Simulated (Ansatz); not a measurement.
Cost and result for the atomization energy of CH7ClOSi2 (`C[SiH2]O[SiH2]Cl`) (12 atoms, 11 bonds).

```xyz
12

C     0.962    1.550   -0.610
Si   -0.366    0.343   -1.081
O    -0.974   -0.401    0.260
Si   -0.716   -1.551    1.366
Cl    1.225   -1.466    2.044
H     1.795    1.039   -0.120
H     1.346    2.056   -1.500
H     0.575    2.309    0.073
H     0.170   -0.696   -2.002
H    -1.508    1.028   -1.737
H    -1.604   -1.313    2.522
H    -0.905   -2.897    0.784
```

Total charge 0; spin multiplicity 1. The geometry is a stationary point of PBE0-D4/def2-TZVP. It is one conformer, not always the lowest. Program: Ansatz. All runs use 4 threads of an Arm Neoverse N1 on a shared host. Times are those of one run each, without the atoms' runs, and a repeat can differ threefold. Electronic energies, without spin–orbit coupling; frozen cores. CCSD(T)/CBS adds CCSD(T) − MP2 in def2-TZVPP to the MP2 limit, and its time is that of the two runs behind it. T1 = 0.010. B3LYP takes the VWN-RPA correlation (the form of Gaussian; ORCA's B3LYP/G). HSE06 is the plane-wave form, built on full-range PBE exchange.

CCSD(T)/CBS is a level of theory with its own doubt, some kJ/mol a heavy atom from the limit and from the frozen cores, so smaller differences don't rank the functionals.

| level | functions | wall time |
| --- | --- | --- |
| LDA (SPW92)/def2-TZVPP | 286 | 2.6 s |
| revPBE-D4/def2-TZVPP | 286 | 4.3 s |
| PBE0-D4/def2-TZVPP | 286 | 7.5 s |
| HSE06-D4/def2-TZVPP | 286 | 8 s |
| CAM-B3LYP-D4/def2-TZVPP | 286 | 9 s |
| CCSD(T)/def2-SVP | 117 | 9.5 s |
| r2SCAN-D4/def2-TZVPP (with forces) | 286 | 11 s |
| B3LYP-D4/def2-TZVPP (with forces) | 286 | 12 s |
| ωB97X-V/def2-TZVPP | 286 | 18 s |
| ωB97M-V/def2-TZVPP (with forces) | 286 | 25 s |
| MP2/def2-QZVPP | 534 | 46 s |
| CCSD(T)/def2-TZVPP | 286 | 6.5 min |
| CCSD(T)/CBS(def2) | – | 7.3 min |

What atomization energy does each give, and how far from CCSD(T)/CBS? (Estimate.)

Ansatz gave: 
```json
{"level": "LDA (SPW92)/def2-TZVPP", "atomization (kJ/mol)": "4764.6", "difference from CCSD(T)/CBS": "471.1", "per bond": "42.8"}
{"level": "revPBE-D4/def2-TZVPP", "atomization (kJ/mol)": "4186.6", "difference from CCSD(T)/CBS": "-106.9", "per bond": "-9.7"}
{"level": "PBE0-D4/def2-TZVPP", "atomization (kJ/mol)": "4238.4", "difference from CCSD(T)/CBS": "-55.1", "per bond": "-5.0"}
{"level": "HSE06-D4/def2-TZVPP", "atomization (kJ/mol)": "4240.4", "difference from CCSD(T)/CBS": "-53.1", "per bond": "-4.8"}
{"level": "CAM-B3LYP-D4/def2-TZVPP", "atomization (kJ/mol)": "4290.5", "difference from CCSD(T)/CBS": "-3.0", "per bond": "-0.3"}
{"level": "CCSD(T)/def2-SVP", "atomization (kJ/mol)": "3985.7", "difference from CCSD(T)/CBS": "-307.8", "per bond": "-28.0"}
{"level": "r2SCAN-D4/def2-TZVPP (with forces)", "atomization (kJ/mol)": "4283.7", "difference from CCSD(T)/CBS": "-9.8", "per bond": "-0.9"}
{"level": "B3LYP-D4/def2-TZVPP (with forces)", "atomization (kJ/mol)": "4263.8", "difference from CCSD(T)/CBS": "-29.7", "per bond": "-2.7"}
{"level": "ωB97X-V/def2-TZVPP", "atomization (kJ/mol)": "4300.8", "difference from CCSD(T)/CBS": "7.3", "per bond": "0.7"}
{"level": "ωB97M-V/def2-TZVPP (with forces)", "atomization (kJ/mol)": "4293.3", "difference from CCSD(T)/CBS": "-0.2", "per bond": "0.0"}
{"level": "MP2/def2-QZVPP", "atomization (kJ/mol)": "4296.8", "difference from CCSD(T)/CBS": "3.3", "per bond": "0.3"}
{"level": "CCSD(T)/def2-TZVPP", "atomization (kJ/mol)": "4178.0", "difference from CCSD(T)/CBS": "-115.5", "per bond": "-10.5"}
{"level": "CCSD(T)/CBS(def2)", "atomization (kJ/mol)": "4293.5", "difference from CCSD(T)/CBS": "0.0", "per bond": "0.0"}
```

Leaving LDA and LC-ωPBE aside and taking each functional with its dispersion term where it has one, the values spread over 114.1 kJ/mol, from revPBE-D4 to ωB97X-V. LDA lies +525.3 kJ/mol from PBE without D4, its usual overbinding. From BLYP to BHLYP (50 % exact exchange), in def2-TZVPP and without D4, the atomization energy moves by −4.8 kJ/mol: exact exchange takes away binding that semilocal exchange gives to molecules. At CCSD(T), def2-SVP lies −307.8 kJ/mol from the extrapolated value and def2-TZVPP −115.6 kJ/mol: correlation converges slowly with the basis, and small sets miss more of it in the bonded molecule than in its fragments.
